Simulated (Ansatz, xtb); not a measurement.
# Two isomers of C4H8N2Si

We compare X, `Nc1cc[nH]c1[SiH3]`, a singlet, with Y, `Nc1c[nH]cc1[SiH3]`, a singlet. Both are isolated molecules in the gas phase, relaxed with PBE0-D3(BJ)/def2-SVP; the shapes shown needn't be the lowest conformers.

X (Å):

```xyz
15

C    -0.4115   -0.1188    0.1575
C    -1.0534    0.2979    1.3556
C    -2.3600    0.6095    1.0285
C    -1.3499   -0.0466   -0.8781
N     0.8947   -0.5798    0.0570
N    -2.5294    0.3977   -0.2962
Si   -1.1677   -0.4870   -2.6609
H     1.5163   -0.1975    0.7596
H     1.3013   -0.4831   -0.8673
H    -0.6074    0.3560    2.3466
H    -3.1712    0.9733    1.6559
H    -3.3831    0.5757   -0.8043
H    -1.4350   -1.9270   -2.9772
H    -2.1196    0.3323   -3.4780
H     0.2346   -0.1931   -3.0994
```

Y (Å):

```xyz
15

C    -0.4718   -0.3249    0.1760
C    -1.1212   -0.0751    1.3701
C    -2.4829    0.5986   -0.2739
C    -1.3387    0.1026   -0.8866
N     0.7646   -0.9409   -0.0119
N    -2.3457    0.4798    1.0675
Si   -1.0400   -0.0416   -2.7068
H     1.3195   -1.0057    0.8337
H     1.3152   -0.5093   -0.7480
H    -0.8128   -0.2522    2.3975
H    -3.0320    0.7650    1.7504
H    -3.3811    1.0245   -0.7169
H    -1.1050   -1.4532   -3.1999
H    -2.0649    0.7619   -3.4424
H     0.3194    0.4776   -3.0730
```

Quicker runs give these differences E(Y) − E(X): GFN2-xTB +1.65 kcal/mol; HF/STO-3G +0.16 kcal/mol (at GFN2-xTB geometries); r2SCAN-D4/def2-SVP +0.56 kcal/mol (at GFN2-xTB geometries).

Question: Estimate E(Y) − E(X) at the level CCSD(T)/def2-SVP + ΔMP2/def2-TZVPP.

Answer: Too close to call at this level: CCSD(T)/def2-SVP + ΔMP2/def2-TZVPP gives E(Y) − E(X) = −0.21 kcal/mol.

Level by level:

```json
{"level": "GFN2-xTB", "geometry": "GFN2-xTB", "E(Y) − E(X) (kcal/mol)": "+1.65", "departure from the last row (kcal/mol)": "+1.86", "job, with rough time for the two": "optimisation, 0.41 s"}
{"level": "HF/STO-3G", "geometry": "GFN2-xTB", "E(Y) − E(X) (kcal/mol)": "+0.16", "departure from the last row (kcal/mol)": "+0.38", "job, with rough time for the two": "single point, 0.56 s"}
{"level": "r2SCAN-D4/def2-SVP", "geometry": "GFN2-xTB", "E(Y) − E(X) (kcal/mol)": "+0.56", "departure from the last row (kcal/mol)": "+0.77", "job, with rough time for the two": "single point, 4.8 s"}
{"level": "PBE0-D3(BJ)/def2-SVP", "geometry": "PBE0-D3(BJ)/def2-SVP", "E(Y) − E(X) (kcal/mol)": "+0.26", "departure from the last row (kcal/mol)": "+0.47", "job, with rough time for the two": "optimisation, 61 s"}
{"level": "HF/def2-SVP", "geometry": "PBE0-D3(BJ)/def2-SVP", "E(Y) − E(X) (kcal/mol)": "−0.49", "departure from the last row (kcal/mol)": "−0.28", "job, with rough time for the two": "part of the CCSD(T) run"}
{"level": "MP2/def2-SVP", "geometry": "PBE0-D3(BJ)/def2-SVP", "E(Y) − E(X) (kcal/mol)": "−0.34", "departure from the last row (kcal/mol)": "−0.13", "job, with rough time for the two": "part of the CCSD(T) run"}
{"level": "CCSD(T)/def2-SVP", "geometry": "PBE0-D3(BJ)/def2-SVP", "E(Y) − E(X) (kcal/mol)": "−0.39", "departure from the last row (kcal/mol)": "−0.18", "job, with rough time for the two": "single point"}
{"level": "CCSD(T)/def2-SVP + ΔMP2/def2-TZVPP", "geometry": "PBE0-D3(BJ)/def2-SVP", "E(Y) − E(X) (kcal/mol)": "−0.21", "departure from the last row (kcal/mol)": "", "job, with rough time for the two": "single point, 61 s"}
```

As drawn, both hold the same kinds of bond in the same numbers.

The largest departure from CCSD(T)/def2-SVP + ΔMP2/def2-TZVPP is that of GFN2-xTB, 1.86 kcal/mol. The last row adds to CCSD(T) the change of the MP2 difference between the two basis sets, here +0.18 kcal/mol.

With thermal terms from frequencies at re-optimised GFN2-xTB minima (ideal gas, soft modes damped towards free rotors, one conformer each, 298.15 K, 1 atm): the zero-point term adds −0.11 kcal/mol; ΔH is −0.32 and ΔG −0.27 kcal/mol.

The correlated steps freeze 11 core orbitals. Codes used: Ansatz 0.2.0, xtb 6.7.1; the last row on 2 threads of Intel(R) Xeon(R) 6975P-C (Granite Rapids) on a shared host.
